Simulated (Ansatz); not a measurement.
Consider the formal exchange of groups at a B–Ge bond: `B[BH][GeH3]` + `CCC(O)(F)F` → `BBCC` + `O[C](F)(F)[GeH3]`.

Calculated with Ansatz (gas phase, PBE0-D4/def2-TZVP geometries, no zero-point term in ΔE). CCSD(T)/CBS is the MP2 limit (def2-TZVPP, def2-QZVPP) plus CCSD(T) − MP2 in def2-TZVPP, frozen cores. Functionals use def2-TZVPP. For Ge outer-core shells are correlated without core-valence functions, which leaves a few kJ/mol of doubt a bond. Scalar relativity is left out up to krypton. One conformer a species, not always the lowest.

(1) Is it downhill or uphill in electronic energy at CCSD(T)/CBS, and by how much? (Best estimate.)

(2) What do these levels give: ωB97M-V, PBE, CCSD/def2-TZVPP, CCSD(T)/def2-TZVPP, MP2/def2-QZVPP, CCSD/CBS(def2)? (Best estimate.)

Largest T1 diagnostic among the species: 0.013.

Results:

(1) Ansatz gave: Uphill: ΔE = +54.7 kJ/mol.

(2) Ansatz gave: ωB97M-V 50.9, PBE 49.1, CCSD/def2-TZVPP 56.0, CCSD(T)/def2-TZVPP 55.6, MP2/def2-QZVPP 52.0, CCSD/CBS(def2) 55.1 kJ/mol.

From PBE to PBE0 (25 % exact exchange), in def2-TZVPP and without D4, ΔE moves by +5.4 kJ/mol.
